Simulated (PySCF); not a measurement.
# [Tl(HCN)]3+ at several levels of theory

Computed with PySCF 2.14.0 (density fitting, no spin-orbit coupling) at the geometry relaxed with PBE0:

```xyz
4
[Tl(HCN)]3+ (singlet)
Tl    0.0000    0.0000   -0.1769
N     0.0000    0.0000    1.8767
C     0.0000    0.0000    3.0395
H     0.0000    0.0000    4.1754
```

```
level                                                           basis    state  HOMO (eV)  gap (eV)  charge on Tl1 (e)  dipole about the centre of mass (D)  largest force component (eV/Å)
 PBE0      Tl def2-SVP with ECP60, N def2-SVP, C def2-SVP, H def2-SVP  singlet     -29.61      2.79               2.21                                 8.99                            0.01
wB97X                                                        the same  singlet     -31.94      7.65               2.23                                 8.58                            0.17
 PBE0  Tl def2-TZVP with ECP60, N def2-TZVP, C def2-TZVP, H def2-TZVP  singlet     -29.55      2.82               2.11                                 9.25                            0.79
```

Charges are Mulliken's, which hang on the basis. The relaxation used the grid (50, 194), these runs (75, 302) or, all-electron (x2c bases, spin-free X2C Hamiltonian), (99, 590).

(1) What does CAM-B3LYP with Tl def2-SVP with ECP60, N def2-SVP, C def2-SVP, H def2-SVP give here?

Answers

(1) state singlet, HOMO (eV) -31.02, gap (eV) 5.23, charge on Tl1 (e) 2.20, dipole about the centre of mass (D) 8.90, largest force component (eV/Å) 0.31. Time: 7.4 s on 2 threads of Intel(R) Xeon(R) Processor @ 2.50GHz (Skylake/Cascade Lake), with other jobs on the host, from an already converged density.
